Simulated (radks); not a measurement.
Results of a calculation; reference values are marked as such.
Question: All-electron atom: Cd+ in [Kr] 4d10 5s1 (the NIST ground configuration). Code: a radial shooting solver on a logarithmic mesh with Libxc functionals. Model: scalar-relativistic Kohn-Sham, LB94 model potential, spin-polarised, spherical densities, finite nucleus; open shells are filled with parallel spins first (spin-orbit coupling, left out, can overturn this in heavy ions); Fermi nuclear charge, rms radius 4.6087 fm. Some entries of the table are withheld. Estimate them.

orbital,occ.,eigenvalue (hartree),<r^2> (bohr^2),<1/r> (bohr^-1)
1s up,1,-980.2299,0.001245,50.69
1s down,1,-980.2280,0.001245,50.69
2s up,1,-146.4939,0.02033,11.54
2s down,1,-146.4929,0.02033,11.54
2p up,3,-131.6887,0.01601,11.14
2p down,3,-131.6879,0.01601,11.14
3s up,1,-27.97723,0.1465,4.053
3s down,1,-27.97645,0.1465,4.053
3p up,3,-23.10053,0.1474,3.869
3p down,3,-23.09985,0.1474,3.869
3d up,5,-15.44103,0.1322,3.654
3d down,5,-15.44027,0.1322,3.654
4s up,1,-4.46483,0.8739,1.579
4s down,1,-4.46239,0.8757,1.578
4p up,3,-3.03604,1.056,1.420
4p down,3,-3.03549,1.061,1.418
4d down,5,-1.01649,1.940,1.061
4d up,5,-1.00969,1.913,1.068
5s down,0,-0.72134,7.038,0.5156
5s up,1,-0.70178,7.137,0.5125
5p down,0,-0.47950,10.90,(1)
5p up,0,-0.46393,11.20,(2)
6s down,0,-0.25833,37.68,0.2236
6s up,0,-0.25309,38.82,0.2207
5d down,0,-0.22810,29.53,0.2474
5d up,0,-0.22192,30.82,0.2408
4f down,0,-0.12465,72.94,0.1450
4f up,0,-0.12276,78.59,0.1391

Answer: 
(1) 5p down <1/r> (bohr^-1): 0.4096
(2) 5p up <1/r> (bohr^-1): 0.4037
